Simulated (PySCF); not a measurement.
BHO, SMILES [B]O (connectivity only; charge and spin as stated), neutral, multiplicity 1. Coordinates come from a PBE0-D3(BJ)/def2-TZVPD optimisation. The geometry has at least one imaginary mode, so it is a saddle point at that level.

PySCF with TDA-B3LYP/def2-TZVPD puts the lowest singlet excitations at 5.28, 6.35, 6.35, 6.99, 7.38, 7.38 eV.

Task: What are the lowest excitation roots from ADC(2)/aug-cc-pVDZ (PySCF 2.14.0)? (An estimate is asked for; the answer gives what the named calculation found.)

Result: 6.22, 6.36, 6.36, 7.61, 7.90, 7.90 eV. S1 differs by 0.94 eV (second minus first; roots are paired by order, and the bases may differ).
